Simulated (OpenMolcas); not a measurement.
Ir3+ (d6) in a complex was computed by SS-CASPT2, IPEA 0.25 Eh, imaginary shift 0.1 Eh with the d shell active (OpenMolcas, ANO-RCC-VTZP on the metal). Its lowest spin-free states, and all those of the highest spin:

| 2S+1 | Degeneracy | E (cm-1) |
| --- | --- | --- |
| 3 | 1 | 0 |
| 1 | 1 | 180 |
| 5 | 1 | 690 |
| 3 | 2 | 810 |
| 3 | 1 | 1210 |
| 1 | 1 | 3640 |
| 1 | 1 | 4130 |
| 1 | 2 | 6990 |
| 3 | 2 | 7880 |
| 1 | 1 | 10460 |
| 3 | 1 | 10490 |
| 3 | 2 | 10580 |
| 5 | 2 | 15090 |
| 5 | 2 | 30430 |

Q: Is the site octahedral, tetrahedral or cube-like, axial, or of lower symmetry?

A: The states with 2S+1 = 5 have orbital degeneracies 1, 2, 2. There are pairs but no triples, so the site is axial: not cubic, but with a proper or improper axis of order three or more. The run had Ir3+ with 3 ligands (hydroxide) in trigonal planar coordination (C3h) at 1.82 Å. Ligand basis ANO-RCC-VDZP.

Roots that are degenerate in the reference are averaged as groups; the widest CASPT2 spread within a group is 450 cm-1 (the 2-fold group of multiplicity 1 near 18400 cm-1 above the lowest state of its run). Shifts and gaps below about the spread of the groups concerned are not significant. Over all roots computed the reference weight is 0.71 to 0.75; a low but even weight reflects the number of correlated electrons. Spin-orbit coupling mixes the spin-free states strongly: the lowest level takes only 61 % from its leading state, 2S+1 = 3, which lies 814 cm-1 above the lowest spin-free state. This shell can be high or low spin here, a state of another spin lies low, and with metal d orbitals alone active their balance is uncertain, so the ground spin may be wrong, although the usual error favours high spin. The least metal-like active orbital is 67 % on the metal (Löwdin) and no ligand orbital is active, so the numbers are rough, and ground spin, moment and any spin crossover can be artefacts of this space; highly charged d ions in such sites are as a rule low spin. Ligand-to-metal charge-transfer states are missing. With no ligand orbital active B as a rule stays too high, so bands that hang on it stand too high and its fall with covalency is understated. No measured value stands beside these numbers; the geometry was imposed, not optimised, and the real ion may take another.
